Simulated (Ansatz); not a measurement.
A structure drawn as `CC[CH2][AlH][F]`, with this starting geometry:

Cartesian coordinates in Å:
```
C 1.210 -1.588 0.190
C 0.118 -0.502 0.567
C -0.163 0.477 -0.607
Al -1.437 1.870 -0.033
F -0.915 3.538 0.237
H 0.785 -2.134 -0.678
H 2.138 -1.068 -0.060
H 1.347 -2.223 1.064
H -0.845 -1.032 0.888
H 0.487 0.043 1.472
H -0.539 -0.098 -1.459
H 0.807 0.987 -0.834
H -2.994 1.730 -0.747
```

Charge 0, multiplicity 1.

Question: Does it keep its bonds when Ansatz relaxes it at PBE-D4/def2-SVP and then PBE0-D4/def2-TZVP?

Answer: Yes, every drawn bond is still there and no new one forms.

Question: Give the relaxed structure. (An estimate is asked.)

Answer: The calculation gave: 
Z-matrix (Å, degrees):
```
C
C 1 1.520
H 1 1.093 2 111.7
H 1 1.094 2 110.9 3 120.4
H 1 1.094 2 110.9 3 -120.4
C 2 1.529 1 113.2 3 -180.0
H 2 1.096 1 109.1 3 -57.3
H 2 1.096 1 109.1 3 57.3
Al 6 1.947 2 115.3 1 -180.0
H 6 1.099 2 110.1 1 -57.3
H 6 1.099 2 110.1 1 57.3
F 9 1.655 6 118.5 2 179.8
H 9 1.582 6 125.6 2 -0.2
```
No frequency check was run.

Atoms count as bonded under 1.1 times the sum of their covalent radii (H–H under 0.85 Å, pairs among N, O and F under 1.55 Å), and a drawn bond as lost past 1.3 times.
